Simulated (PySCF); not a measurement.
[Mn(OH)6]3- by CASSCF and spin-orbit coupling

[Mn(OH)6]3- holds Mn(III), d4, at total charge -3. The structure is a PBE0-D3(BJ)/def2-SVP, IEF-PCM water geometry optimised for multiplicity 5; coordination octahedral, point group Ci, metal–donor distances 1.95–2.32 Å.

```
13

Mn    0.0000    0.0000    0.0000
O     0.1488    0.2711    2.2988
H     1.0702    0.1786    2.0186
O    -0.1488   -0.2711   -2.2988
H    -1.0702   -0.1786   -2.0186
O     1.9591    0.0698    0.1260
H     1.9238    1.0365    0.1811
O    -1.9591   -0.0698   -0.1260
H    -1.9238   -1.0365   -0.1811
O     0.0692    1.9318    0.2275
H     0.0725    1.7099    1.1891
O    -0.0692   -1.9318   -0.2275
H    -0.0725   -1.7099   -1.1891
```

Method (PySCF 2.14, density fitting): CASSCF(4,5) with orbitals averaged over all microstates of the shell, strongly contracted NEVPT2 on the averaged canonical orbitals; basis x2c-TZVPall on the metal, x2c-SVPall elsewhere; spin-free X2C; IEF-PCM water; spin-orbit coupling by state interaction with the mean-field operator over all roots.

Spin-free states:

```json
{"2S+1": "5", "deg.": "1", "symmetry": "5Ag", "cubic parent": "5Eg 0.99", "free-ion term": "5D 1.00", "CASSCF / cm⁻¹": "0", "NEVPT2 / cm⁻¹": "0", "f(ED)": "–", "occupations": "1.0 1.0 1.0 1.0 0.0"}
{"2S+1": "3", "deg.": "1", "symmetry": "3Ag", "cubic parent": "3T1g 0.98", "free-ion term": "3H 0.48", "CASSCF / cm⁻¹": "17587", "NEVPT2 / cm⁻¹": "13349", "f(ED)": "–", "occupations": "1.8 1.1 1.0 0.1 0.0"}
{"2S+1": "3", "deg.": "1", "symmetry": "3Ag", "cubic parent": "3T1g 0.97", "free-ion term": "3H 0.49", "CASSCF / cm⁻¹": "18296", "NEVPT2 / cm⁻¹": "14731", "f(ED)": "–", "occupations": "1.1 1.8 1.0 0.1 0.0"}
{"2S+1": "5", "deg.": "1", "symmetry": "5Ag", "cubic parent": "5Eg 0.99", "free-ion term": "5D 1.00", "CASSCF / cm⁻¹": "12933", "NEVPT2 / cm⁻¹": "15253", "f(ED)": "0", "occupations": "1.0 1.0 1.0 0.0 1.0"}
{"2S+1": "3", "deg.": "1", "symmetry": "3Ag", "cubic parent": "3T1g 1.00", "free-ion term": "3H 0.58", "CASSCF / cm⁻¹": "19539", "NEVPT2 / cm⁻¹": "16475", "f(ED)": "–", "occupations": "1.0 1.0 1.7 0.3 0.0"}
{"2S+1": "3", "deg.": "1", "symmetry": "3Ag", "cubic parent": "3Eg 0.91", "free-ion term": "3H 0.73", "CASSCF / cm⁻¹": "22686", "NEVPT2 / cm⁻¹": "21594", "f(ED)": "–", "occupations": "1.0 1.0 1.0 1.0 0.0"}
{"2S+1": "5", "deg.": "1", "symmetry": "5Ag", "cubic parent": "5T2g 0.99", "free-ion term": "5D 1.00", "CASSCF / cm⁻¹": "17870", "NEVPT2 / cm⁻¹": "22595", "f(ED)": "0", "occupations": "1.0 1.0 0.0 1.0 1.0"}
{"2S+1": "3", "deg.": "1", "symmetry": "3Ag", "cubic parent": "3T1g 0.95", "free-ion term": "3G 0.39", "CASSCF / cm⁻¹": "25422", "NEVPT2 / cm⁻¹": "23093", "f(ED)": "–", "occupations": "1.2 0.8 1.1 0.8 0.1"}
{"2S+1": "1", "deg.": "1", "symmetry": "1Ag", "cubic parent": "1T2g 0.89", "free-ion term": "1I 0.54", "CASSCF / cm⁻¹": "28689", "NEVPT2 / cm⁻¹": "24047", "f(ED)": "–", "occupations": "1.7 1.0 1.0 0.1 0.1"}
{"2S+1": "3", "deg.": "1", "symmetry": "3Ag", "cubic parent": "3T2g 0.50", "free-ion term": "3H 0.41", "CASSCF / cm⁻¹": "25874", "NEVPT2 / cm⁻¹": "24178", "f(ED)": "–", "occupations": "1.0 0.6 1.4 1.0 0.1"}
{"2S+1": "5", "deg.": "1", "symmetry": "5Ag", "cubic parent": "5T2g 1.00", "free-ion term": "5D 1.00", "CASSCF / cm⁻¹": "20092", "NEVPT2 / cm⁻¹": "24729", "f(ED)": "0", "occupations": "1.0 0.0 1.0 1.0 1.0"}
{"2S+1": "3", "deg.": "1", "symmetry": "3Ag", "cubic parent": "3Eg 0.41", "free-ion term": "3H 0.42", "CASSCF / cm⁻¹": "26573", "NEVPT2 / cm⁻¹": "24912", "f(ED)": "–", "occupations": "1.0 0.8 1.2 0.9 0.1"}
{"2S+1": "1", "deg.": "1", "symmetry": "1Ag", "cubic parent": "1T2g 0.61", "free-ion term": "1I 0.63", "CASSCF / cm⁻¹": "29204", "NEVPT2 / cm⁻¹": "25182", "f(ED)": "–", "occupations": "1.3 1.5 1.0 0.2 0.1"}
{"2S+1": "3", "deg.": "1", "symmetry": "3Ag", "cubic parent": "3T2g 0.67", "free-ion term": "3F 0.36", "CASSCF / cm⁻¹": "26782", "NEVPT2 / cm⁻¹": "25415", "f(ED)": "–", "occupations": "0.5 1.0 1.6 1.0 0.0"}
{"2S+1": "1", "deg.": "1", "symmetry": "1Ag", "cubic parent": "1Eg 0.50", "free-ion term": "1I 0.71", "CASSCF / cm⁻¹": "29727", "NEVPT2 / cm⁻¹": "26002", "f(ED)": "–", "occupations": "1.4 1.4 0.9 0.3 0.1"}
{"2S+1": "1", "deg.": "1", "symmetry": "1Ag", "cubic parent": "1T2g 0.95", "free-ion term": "1G 0.65", "CASSCF / cm⁻¹": "31140", "NEVPT2 / cm⁻¹": "26456", "f(ED)": "–", "occupations": "1.0 1.1 1.6 0.2 0.0"}
{"2S+1": "5", "deg.": "1", "symmetry": "5Ag", "cubic parent": "5T2g 0.99", "free-ion term": "5D 1.00", "CASSCF / cm⁻¹": "21219", "NEVPT2 / cm⁻¹": "26531", "f(ED)": "0", "occupations": "0.0 1.0 1.0 1.0 1.0"}
{"2S+1": "3", "deg.": "1", "symmetry": "3Ag", "cubic parent": "3A2g 0.53", "free-ion term": "3F 0.55", "CASSCF / cm⁻¹": "29217", "NEVPT2 / cm⁻¹": "26663", "f(ED)": "–", "occupations": "1.0 1.0 1.0 1.0 0.1"}
{"2S+1": "1", "deg.": "1", "symmetry": "1Ag", "cubic parent": "1Eg 0.76", "free-ion term": "1I 0.81", "CASSCF / cm⁻¹": "30985", "NEVPT2 / cm⁻¹": "28365", "f(ED)": "–", "occupations": "1.0 1.1 1.4 0.6 0.0"}
{"2S+1": "3", "deg.": "1", "symmetry": "3Ag", "cubic parent": "3T2g 0.60", "free-ion term": "3F 0.37", "CASSCF / cm⁻¹": "31781", "NEVPT2 / cm⁻¹": "30978", "f(ED)": "–", "occupations": "1.1 1.0 0.7 0.7 0.5"}
{"2S+1": "1", "deg.": "1", "symmetry": "1Ag", "cubic parent": "1A1g 0.50", "free-ion term": "1G 0.40", "CASSCF / cm⁻¹": "35287", "NEVPT2 / cm⁻¹": "31521", "f(ED)": "–", "occupations": "1.1 1.0 1.1 0.7 0.1"}
{"2S+1": "3", "deg.": "1", "symmetry": "3Ag", "cubic parent": "3T2g 0.59", "free-ion term": "3H 0.37", "CASSCF / cm⁻¹": "32375", "NEVPT2 / cm⁻¹": "31843", "f(ED)": "–", "occupations": "1.2 1.0 0.6 0.6 0.6"}
{"2S+1": "1", "deg.": "1", "symmetry": "1Ag", "cubic parent": "1T2g 0.47", "free-ion term": "1G 0.48", "CASSCF / cm⁻¹": "35704", "NEVPT2 / cm⁻¹": "32346", "f(ED)": "–", "occupations": "1.1 0.8 1.2 0.8 0.1"}
{"2S+1": "3", "deg.": "1", "symmetry": "3Ag", "cubic parent": "3T1g 0.65", "free-ion term": "3H 0.44", "CASSCF / cm⁻¹": "33156", "NEVPT2 / cm⁻¹": "33285", "f(ED)": "–", "occupations": "0.8 1.7 0.3 0.5 0.7"}
{"2S+1": "1", "deg.": "1", "symmetry": "1Ag", "cubic parent": "1T2g 0.83", "free-ion term": "1G 0.53", "CASSCF / cm⁻¹": "36122", "NEVPT2 / cm⁻¹": "33888", "f(ED)": "–", "occupations": "0.6 1.0 1.4 0.9 0.1"}
```

Only the lowest 25 spin-free levels are listed. Energies are counted from the ground state at NEVPT2 level. Weights follow the labels. f(ED) is the electric-dipole oscillator strength from the ground state at the fixed geometry, without vibronic coupling; occupations, where given, run over the ligand-field orbitals from the lowest.

## Magnetism

The ground multiplet follows a spin Hamiltonian with S = 2, g = 1.977, 1.996, 1.997, D = -3.23 cm⁻¹, E/|D| = 0.01 (spin-orbit part alone); the lowest levels hold 100 % of the spin-free ground state. μeff is 4.88 μB at 300 K and 4.75 μB at 10 K; the spin-only value is 4.90 μB.

| T / K | χT / cm³ K mol⁻¹ | μeff / μB |
| --- | --- | --- |
| 2 | 2.240 | 4.23 |
| 5 | 2.586 | 4.55 |
| 10 | 2.824 | 4.75 |
| 20 | 2.928 | 4.84 |
| 30 | 2.950 | 4.86 |
| 50 | 2.964 | 4.87 |
| 75 | 2.969 | 4.87 |
| 100 | 2.971 | 4.87 |
| 150 | 2.974 | 4.88 |
| 200 | 2.976 | 4.88 |
| 250 | 2.978 | 4.88 |
| 300 | 2.979 | 4.88 |

Powder magnetisation at 2 K: 0.93 μB at 0.5 T, 1.58 μB at 1 T, 2.23 μB at 2 T, 2.56 μB at 3 T, 3.00 μB at 5 T, 3.32 μB at 7 T.

Spin-orbit levels:

| E / cm⁻¹ | deg. | make-up |
| --- | --- | --- |
| 0.0 | 1 | 1.00 5Ag |
| 0.0 | 1 | 1.00 5Ag |
| 9.6 | 1 | 1.00 5Ag |
| 9.8 | 1 | 1.00 5Ag |
| 12.9 | 1 | 1.00 5Ag |
| 13318.6 | 1 | 0.98 3Ag |
| 13338.7 | 1 | 0.99 3Ag |
| 13341.2 | 1 | 0.99 3Ag |
| 14678.0 | 1 | 0.88 3Ag + 0.11 5Ag |
| 14680.4 | 1 | 0.89 3Ag + 0.10 5Ag |

Only the lowest levels are listed: 10 of 210 states.

NEVPT2 lifts 5Ag (from 5T2g) from 17870 to 22595 cm⁻¹; on the d shell alone it tends to overshoot states that fill the eg-type orbitals. NEVPT2 on the d shell alone tends to put d–d bands too high for such charged or covalently bound ions. Gaps between spin states lean to high spin in this active space.

The job took 15 s on one thread of Arm Neoverse V2 (shared host), with 162 basis functions and a peak of 0.71 GiB, launched as `OMP_NUM_THREADS=1 python lf_run.py task.json out`.
